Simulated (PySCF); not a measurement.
Job file and geometry (Å, from GFN2-xTB) of an NMR shielding run on `C(N=C)[C@H](C)C(=O)[O-]`, [C5H8NO2]-, PySCF 2.14.0, density-fitted response routines, GIAO PBE0/pcSseg-1 NMR shielding, non-relativistic, gas phase; density fitting, a coarse starting grid and PySCF grid level 2 are the driver's defaults:

```
$ OMP_NUM_THREADS=1 python probes_run.py task.json out

{"job": {"kind": "nmr", "xc": "PBE0", "basis": "pcSseg-1"}, "charge": -1, "multiplicity": 1}
C      2.333421    -0.951006     0.313793
N      1.801186     0.172059     0.486665
C      0.705298     0.578031    -0.325515
C     -0.575960     0.520517     0.506509
C     -1.035460    -0.907427     0.757162
C     -1.741925     1.381324    -0.203770
O     -1.365862     2.202311    -1.044128
O     -2.877995     1.129940     0.206363
H      3.117943    -1.269956     0.989479
H      2.063000    -1.654373    -0.487269
H      0.586396    -0.047332    -1.226511
H      0.850191     1.619073    -0.628924
H     -0.388103     1.013874     1.468115
H     -0.321691    -1.459117     1.375466
H     -1.157137    -1.435783    -0.189172
H     -2.000901    -0.883190     1.257808
```

Q: Write the output of this run.

A: 
```
coarse grid: 13624 points
cycle   1  E = -399.7772923144  dE =  1.127e+00  |g| = 1.092e+00  |ddm| = 3.530e+00
cycle   2  E = -397.9416221379  dE =  1.836e+00  |g| = 2.449e+00  |ddm| = 3.950e+00
cycle   3  E = -399.8664403128  dE = -1.925e+00  |g| = 7.418e-01  |ddm| = 3.723e+00
cycle   4  E = -399.9979742282  dE = -1.315e-01  |g| = 2.442e-01  |ddm| = 8.525e-01
cycle   5  E = -400.0084764871  dE = -1.050e-02  |g| = 1.937e-01  |ddm| = 3.634e-01
cycle   6  E = -400.0164689790  dE = -7.992e-03  |g| = 2.171e-02  |ddm| = 1.725e-01
cycle   7  E = -400.0165749664  dE = -1.060e-04  |g| = 1.058e-02  |ddm| = 4.377e-02
cycle   8  E = -400.0165999744  dE = -2.501e-05  |g| = 3.669e-03  |ddm| = 1.315e-02
cycle   9  E = -400.0166021602  dE = -2.186e-06  |g| = 1.832e-03  |ddm| = 4.035e-03
final grid: 132424 points
cycle  10  E = -400.0842866162  dE = -2.656e-05  |g| = 1.226e-02  |ddm| = 2.718e-02
cycle  11  E = -400.0842410118  dE =  4.560e-05  |g| = 1.985e-02  |ddm| = 2.669e-02
cycle  12  E = -400.0843150239  dE = -7.401e-05  |g| = 2.251e-03  |ddm| = 1.761e-02
cycle  13  E = -400.0843160049  dE = -9.810e-07  |g| = 5.705e-04  |ddm| = 2.022e-03
cycle  14  E = -400.0843160589  dE = -5.398e-08  |g| = 1.615e-04  |ddm| = 5.896e-04
cycle  15  E = -400.0843160640  dE = -5.048e-09  |g| = 4.664e-05  |ddm| = 1.598e-04
cycle  16  E = -400.0843160644  dE = -4.227e-10  |g| = 2.054e-05  |ddm| = 5.932e-05
converged SCF energy = -400.0843160644

GIAO shielding tensors (ppm)
atom      isotropic    diamagn.    paramagn.     s11        s22        s33       span
  0 C       44.064     254.658    -210.594    -56.629     76.133    112.689    169.317
  1 N     -174.266     329.605    -503.871   -563.234   -225.167    265.604    828.837
  2 C      109.712     249.705    -139.993     87.654    101.109    140.373     52.720
  3 C      140.931     252.069    -111.138    121.734    137.421    163.639     41.905
  4 C      168.284     249.645     -81.361    153.728    166.887    184.239     30.511
  5 C       18.058     243.484    -225.427    -70.597     58.551     66.219    136.816
  6 O       19.792     407.222    -387.430   -193.512    -25.293    278.180    471.691
  7 O       17.558     405.630    -388.072   -194.777    -19.775    267.227    462.004
  8 H       24.998      29.687      -4.689     23.485     24.091     27.418      3.933
  9 H       24.472      32.325      -7.853     20.683     24.861     27.871      7.188
 10 H       29.400      34.061      -4.660     27.068     28.509     32.624      5.556
 11 H       26.040      31.871      -5.831     22.551     26.624     28.945      6.394
 12 H       29.991      33.439      -3.449     27.552     29.003     33.416      5.864
 13 H       31.556      32.864      -1.308     27.595     30.571     36.501      8.906
 14 H       31.962      32.877      -0.915     28.826     29.611     37.449      8.623
 15 H       29.404      31.538      -2.135     24.434     28.420     35.358     10.924
```

Q: Turn these shieldings into chemical shifts. δ = σ(ref) − σ, references computed at the same level: TMS for $^{13}$C (186.93 ppm), $^{1}$H (31.72 ppm); $^{15}$N (267.73 ppm) against NH3; $^{17}$O (336.08 ppm) vs H2O.

A: Averaging equivalent atoms: C 5: 168.9; C 0: 142.9; C 2: 77.2; C 3: 46.0; C 4: 18.6; N 1: 442.0; O 7: 318.5; O 6: 316.3; H 9: 7.24; H 8: 6.72; H 11: 5.68; H 10: 2.32; H 12: 1.73; H 13/14/15: 0.74 ppm. Unscaled 17O shifts of doubly bonded oxygen tend to come out too high, by tens of ppm or more. Experimental scales use liquid or dissolved standards, which lie at an offset from isolated NH3 (liquid NH3: subtract about 20 ppm) and H2O (liquid H2O: subtract about 36 ppm). Unscaled 15N shifts of sp2 nitrogen come out 20 to 40 ppm too high even then.

Size and cost of the density-fitted run: 176 basis functions, 25 s wall time on 1 thread of an Arm Neoverse V1, shared host; peak memory 0.79 GiB.
